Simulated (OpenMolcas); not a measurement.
**Ru2+: effect of the active space**

* Program: OpenMolcas 26.06
* Method: SS-CASPT2 or its RAS form, IPEA 0.25 Eh, imaginary shift 0.1 Eh
* Basis: ANO-RCC-VDZP
* Scalar Hamiltonian: DKH2, point nucleus
* Spin-orbit coupling: RASSI with atomic mean-field integrals over the reference wave functions, term energies averaged over their components

A. 6 electrons in 5 orbitals (4d); 2S+1 = 5 even, 5 roots; 2S+1 = 3 even, 45 roots; 2S+1 = 1 even, 50 roots; closed shells correlated: 4s 4p; CASPT2 step of the order of 10 core-seconds
B. 6 electrons in 6 orbitals (4d 5s); 2S+1 = 7 even, 1 root; 2S+1 = 5 even, 30 roots; 2S+1 = 3 even, 127 roots (107 in the spin-orbit step); 2S+1 = 1 even, 102 roots (62 in the spin-orbit step); closed shells correlated: 4s 4p; CASPT2 step of the order of 40 core-seconds
C. 6 electrons in 9 orbitals (RAS2 4d 5s; RAS3 5p, at most 2 electrons); 2S+1 = 5 even, 30 roots; 2S+1 = 7 even, 1 root kept (CI in the orbitals of an earlier block); 2S+1 = 3 even, 87 roots kept (CI in the orbitals of an earlier block); 2S+1 = 1 even, 85 roots kept (CI in the orbitals of an earlier block); 2S+1 = 5 odd, 54 roots (12 in the spin-orbit step); 2S+1 = 7 odd, 3 roots kept (CI in the orbitals of an earlier block); 2S+1 = 3 odd, 90 roots kept (CI in the orbitals of an earlier block, 0 in the spin-orbit step); 2S+1 = 1 odd, 31 roots kept (CI in the orbitals of an earlier block, 0 in the spin-orbit step); closed shells correlated: 4s 4p; CASPT2 step roughly 3 core-minutes

Energies in cm-1 above 4d6 5D4, the measured ground level; measured values from Moore, Atomic Energy Levels, vol. III, NSRDS-NBS 35 (1971 reprint of NBS Circular 467, 1958).

```csv
Level,A,B,C,Measured
4d6 5D4,0.0,0.0,0.0,0.0
4d6 5D3,1213,1293,1297,1159
4d6 5D2,1920,2030,2030,1826
4d6 5D1,2380,2510,2520,2266
4d6 5D0,2600,2740,2750,2476
4d6 3P2(1),15360,14840,15100,
4d6 3H6,16560,16340,16720,
4d6 3H5,16870,16600,16960,
4d6 3F3(1),18070,17600,17890,
4d6 3F2(1),18510,18040,18350,
4d6 3P1(1),18800,18450,18790,
4d6 3P0(1),19550,19130,19460,
4d6 3G5,20510,20110,20470,
4d6 3G4,21490,21070,21440,
4d6 3G3,21770,21340,21710,
4d6 3D2,24670,23830,24120,
4d6 3D1,24880,24040,24330,
4d6 3D3,25100,24250,24550,
4d6 1I6,25510,25160,25820,
4d6 1G4(1),26460,25780,26330,
4d6 1D2(1),30270,29630,30080,
4d6 1F3,34380,33370,33820,
4d6 3P0(2),38560,37780,37930,
4d6 3P1(2),39520,38640,38780,
```

Deviations, from unrounded energies. A percentage is the sum of absolute deviations over the sum of measured energies, with the sign that they share, or ± where signs differ.

```json
{"Against measurement": "mean absolute deviation (cm-1)", "Levels": "4", "A": "98", "B": "210", "C": "220"}
{"Against measurement": "fine structure of the ground term (%)", "Levels": "4", "A": "+5.1", "B": "+11.0", "C": "+11.3"}
```

A lies closest to measurement on these levels and C furthest from it. The largest miss of A in the table is 4d6 5D0, by +130 cm-1. The ranking rests on the paired levels alone, and a cruder setting can come out closer through cancelling errors.

The spin-orbit steps hold different terms of 4d6 (B lacks a 1S; C lacks a 1S), which shifts levels as well.

Among A to C the level of the table that moves most is 4d6 1F3, by 1000 cm-1 (lowest in B, highest in A). Moves below CASPT2's spread within the term are not significant.

CASPT2 breaks the degeneracy within a term, and the mean is taken; among the terms shown or strongly mixed into the levels shown the widest spread is 210 cm-1 (4d6 1G(1), A). Levels of configurations with an s electron are missing; early in the row they begin among the upper levels of the d shell and mix with terms of their name (holds for A). Some high roots are left out of the spin-orbit mixing, which shifts the levels that they would mix with (holds for B; C). The CASPT2 spread within a term exceeds the gap to the next term for 4d6 1G(1) and 4d6 1I, so the order of their levels is uncertain (holds for B). Terms from blocks run as CI alone lack orbitals of their own (holds for C). Measured partners are found by configuration, term and J. A level has none where our copy of the source lacks it or the pairing is in doubt (some pairs that miss far off the trend of their configuration count as doubtful), and it then counts in no deviation. Levels of configurations outside the active space are missing. The table leaves out levels that lie high or whose names do not pair safely across all columns.

A number in round brackets counts repeated terms of one configuration in the order of the reference energies.
